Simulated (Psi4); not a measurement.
BI3, triplet, geometry from GFN2-xTB (a higher spin typed on purpose: for a closed-shell molecule this is an excited state) (core potentials on I). Base run: Psi4 with SVWN/def2-TZVP.

The Psi4 input:
```
memory 2 GB

molecule {
0 3
  B    -0.00000000   -0.00000000    0.00000000
  I     2.06079460   -0.36066386   -0.61755843
  I    -0.76527340   -0.90866053    1.82948732
  I    -1.29552119    1.26932438   -1.21192889
}

set basis def2-tzvp
set reference uks

energy('svwn')
print_variables()
```

Variants of this job, named by their change:

```csv
change,basis functions,E (Eh),core-seconds (rough)
base,181,-918.04148,20
basis = def2-SV(P),92,-917.98144,10
basis = def2-SVP,92,-917.98144,10
basis = def2-SVPD,125,-917.98729,10
basis = def2-TZVPP,181,-918.04148,20
basis = def2-TZVPD,214,-918.04191,30
basis = def2-QZVP,303,-918.04782,50
basis = def2-QZVPP,303,-918.04782,60
```

Totals compare only among sets that treat the same electrons; sets with core potentials leave the core out.

Open shells are given as the SCF converged; they aren't shown to be the lowest states, and a large step between rows can be another state.
